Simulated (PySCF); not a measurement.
cyclohexasilane (H₁₂Si₆), SMILES [SiH2]1[SiH2][SiH2][SiH2][SiH2][SiH2]1. Geometry: B3LYP-D3(BJ)/def2-SVP.

Task: Give the equilibrium geometry at B3LYP-D3(BJ)/def2-SVP (PySCF confirms it by a frequency run) as Cartesian coordinates in Å, and its point group. (Estimate from the structure and the level; the computed values follow.)

Result: point group D3d.
```xyz
18

Si    -1.9152    -1.1057    -0.4030
Si    -1.9152     1.1057     0.4030
Si     0.0000     2.2115    -0.4030
Si     1.9152     1.1057     0.4030
Si     1.9152    -1.1057    -0.4030
Si     0.0000    -2.2115     0.4030
H     -1.8625    -1.0753    -1.8968
H     -3.1593    -1.8240     0.0104
H     -3.1593     1.8240    -0.0104
H     -1.8625     1.0753     1.8968
H      0.0000     2.1507    -1.8968
H      0.0000     3.6480     0.0104
H      3.1593     1.8240    -0.0104
H      1.8625     1.0753     1.8968
H      3.1593    -1.8240     0.0104
H      1.8625    -1.0753    -1.8968
H      0.0000    -2.1507     1.8968
H      0.0000    -3.6480    -0.0104
```
Charge 0, spin multiplicity 1.
